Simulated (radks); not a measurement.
The mean radii <r> (bohr) of the occupied orbitals of an atom or ion are listed with their occupations. Method: scalar-relativistic Kohn-Sham, PBE, spin-polarised, spherical densities, point nucleus; computed with a radial shooting solver on a logarithmic mesh with Libxc functionals.

| orbital | occ. | <r> |
|---|---|---|
| 1s down | 1 | 0.06644 |
| 1s up | 1 | 0.06644 |
| 2s up | 1 | 0.3084 |
| 2s down | 1 | 0.3080 |
| 2p up | 3 | 0.2742 |
| 2p down | 3 | 0.2738 |
| 3s up | 1 | 0.9552 |
| 3s down | 1 | 0.9552 |
| 3p up | 3 | 1.029 |
| 3p down | 3 | 1.030 |
| 3d up | 4 | 1.592 |
| 4p up | 1 | 4.805 |

Name the element and its charge. Open shells, if any, are filled with parallel spins first.

Answer. Z = 23, vanadium, charge 0: V in [Ar] 3d4 4p1. The 1s radius gives Z: for a bare nucleus <r> = (2 gamma + 1)/(2Z) with gamma = sqrt(1 - (Z/c)^2), 0.0646 bohr for Z = 23, and screening makes it slightly larger (0.06644 here). The occupations add up to 23, and the charge is Z minus that.
